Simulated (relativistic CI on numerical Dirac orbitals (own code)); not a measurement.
Cu VI: sensitivity of the levels to the model

Base calculation: Dirac-Coulomb-Breit CI, KLI orbitals optimised for each configuration, a model potential for QED, valence Slater integrals scaled by 0.85, P86 correlation energy added to each configuration.

Configurations in the expansion (outside the closed core [Ne]): 3s2.3p6.3d6, 3s2.3p6.3d5.4s, 3s2.3p5.3d7, 3s2.3p6.3d5.4p, 3s2.3p6.3d5.4d, 3s2.3p4.3d8, 3s2.3p6.3d5.5s, 3s2.3p6.3d5.5p, 3s.3p6.3d7, 3s2.3p6.3d5.4f, 3s2.3p6.3d4.4s2, 3s2.3p6.3d5.5d, 3s2.3p6.3d5.5f, 3s2.3p6.3d5.5g. Levels of other configurations are missing.

Variants: (1) valence Slater integrals scaled by 0.75; (2) no correlation estimate; (3) only the first 3 configurations; (4) non-relativistic limit. Shifts of the energy above 3s2.3p6.3d6 5D_4, in cm⁻¹, for the lowest level and the first level of each name with at least 55 % of one term (blank where a level changes its place among those of its configuration and J or its character, or is not in the variant):

```
           Level     Base     Δ(1)  Δ(2)     Δ(3)     Δ(4)  Measured
3s2.3p6.3d6 5D_4      0.0      0.0   0.0      0.0      0.0       0.0
3s2.3p6.3d6 5D_3   1177.4     +6.8  -0.1     +1.2  -1177.4    1195.8
3s2.3p6.3d6 5D_2   1943.9     -1.0  -0.2    +19.4  -1943.9    1986.8
3s2.3p6.3d6 5D_1   2430.0     -5.4  -0.3    +32.0  -2430.0    2489.6
3s2.3p6.3d6 5D_0   2665.5     -7.9  -0.3    +38.9  -2665.5    2733.4
3s2.3p6.3d6 3P_2  25748.7  -2554.2  -0.2  +4332.9   +397.5   29285.0
3s2.3p6.3d6 3P_1  29111.3  -2548.8  -0.3  +4311.1  -2965.1   32684.9
3s2.3p6.3d6 3H_6  29233.6  -3486.2  +7.5  -1643.8   -223.4   30417.6
3s2.3p6.3d6 3F_4  29393.6  -3375.8  +3.8                     32756.0
3s2.3p6.3d6 3H_5  29777.6  -3502.5  +7.4  -1573.2   -767.3   31009.2
3s2.3p6.3d6 3P_0  30207.9  -2618.7  -0.4  +4330.0  -4061.7   33867.8
3s2.3p6.3d6 3F_3  30502.6  -3213.6  +2.2  +1819.3  -1034.7   33295.8
3s2.3p6.3d6 3H_4  30573.7  -3362.8  +5.9                     31287.6
3s2.3p6.3d6 3F_2  30923.4  -3204.8  +2.0  +1928.5  -1455.5   33739.6
```

At this charge configurations can still be misplaced by up to about 7 % of their energy. 61 of the 63 excited levels that our extract of the measured tables holds in this range could be paired (the sources list more); they are missed by 4553 cm⁻¹ on average and 8819 at most, and levels without a partner can miss by more.

Measured levels: Sugar and Musgrove, J. Phys. Chem. Ref. Data 19, 527 (1990).

Ionisation energy from the two ground configurations alone: base 104.202 eV; valence Slater integrals scaled by 0.75 104.665 eV; no correlation estimate 102.719 eV. The NIST ASD value (semi-empirical) is 103 eV.
